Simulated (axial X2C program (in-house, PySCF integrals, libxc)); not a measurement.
**Nuclear properties of HfNC⁻**

Computed with an axial X2C code built on PySCF integrals: two-component X2C with atomic mean-field Coulomb and Gaunt terms, Gaussian nuclei, basis Hf dyall-v3z, N dyall-av3z, C dyall-v3z with contracted cores.

Hf–N–C held linear, with bonds 2.118 and 1.178 Å (near the PBE0 minimum at charge -1 of the determinant lowest at the starting distance; the state shown can have its own minimum elsewhere, held linear; other orders of the atoms were not compared).

Determinant lowest in the PBE0 search, Ω = 2 (⟨Sz⟩ = -0.95, ⟨Lz⟩ = 2.95 at PBE0), spin on the atoms Hf -0.91, N 0.02, C -0.06:

```tsv
level	Eeff magnitude (GV/cm)	Ws magnitude Hf (kHz)	A∥/gI Hf (MHz)	qzz Hf (a.u.)	A∥/gI N (MHz)	qzz N (a.u.)	A∥/gI C (MHz)	qzz C (a.u.)
PBE0	4.04	1.75	480	-4.18	5.82	-0.64	8.44	-0.91
HF	42.3	21.5	100	-4.26	2.02	-0.75	7.81	-1.03
BHandHLYP	6.58	3.15	504	-4.56	2.98	-0.71	5.66	-1.00
```

Eeff is the effective electric field on the electron electric dipole moment in this Ω state and Ws the scalar–pseudoscalar constant of the nucleus named (defined with the proton number Z and per Ω); A∥ (defined per Ω) follows by multiplying with gI = μI/(I μN); qzz is the electric field gradient, eQq0 = 234.96 MHz × Q/barn × qzz. The operators were transformed with the bare-nucleus X2C matrices; with these basis sets, hyperfine constants and field gradients can be off by tens of per cent, and where levels differ in sign neither size nor sign is settled.

Q: With Q(177Hf) = 3.365 barn, Q(14N) = 0.02044 barn, gI(13C) = 1.4048 (g factors from the IAEA table of nuclear moments by Stone; Q from Pyykkö, Mol. Phys. 2018), turn the PBE0 values of the first state into constants in MHz.

A: eQq0(177Hf) = 234.96 × (3.365) × (-4.18) = -3300 MHz; eQq0(14N) = 234.96 × (0.02044) × (-0.64) = -3.07 MHz; A∥(13C) = 8.44 × 1.4048 = 11.9 MHz.

The molecule was held linear; bending was not examined, so a bent shape may lie lower.

Each state is one determinant with collinear spin, which with several unpaired electrons need not be a pure state. Unrestricted Hartree–Fock can overshoot spin polarisation at the nuclei. For an anion, determinants above electron detachment, or with a positive highest level, are held by the basis set. With several open shells hyperfine constants can be off by a factor of several. Where Eeff spreads by more than a factor of two the levels disagree and none is to be relied on. Open-shell Ω = 0 determinants with evenly filled partner blocks cannot be reached by this program, so the Ω shown need not be the lowest component. States lie within half an eV, so the first need not be the ground state. Further determinants of the search, some of them spin-mixed, are not shown. Where a field gradient or hyperfine factor spreads by more than a factor of two over the levels, a constant derived from it is not to be relied on.
